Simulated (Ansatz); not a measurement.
Diatomic GeF, multiplicity 2 (the spin of the measured ground state). No spin–orbit coupling. Ge is treated without relativity.

D_e counts from the fitted minimum to each atom's lowest state at the same level, without counterpoise.

Correlated levels freeze the inner cores; with def2 sets outer-core shells near the valence are correlated too.

Run with Ansatz (Gaussian orbitals). 

PBE/def2-TZVPP gives 129.45 kcal/mol for the bond energy D_e.

Where do these levels fall relative to PBE: r2SCAN/def2-TZVPP, PBE0/def2-TZVPP, wB97M-V/def2-TZVPP, B2PLYP/def2-TZVPP, CCSD(T)/def2-QZVPP.

r2SCAN/def2-TZVPP -5.35; PBE0/def2-TZVPP -8.94; wB97M-V/def2-TZVPP -6.04; B2PLYP/def2-TZVPP -6.51; CCSD(T)/def2-QZVPP -7.14 kcal/mol. 0 of 5 lie above PBE; the widest gap is to PBE0/def2-TZVPP.

Ansatz is a first-principles code.
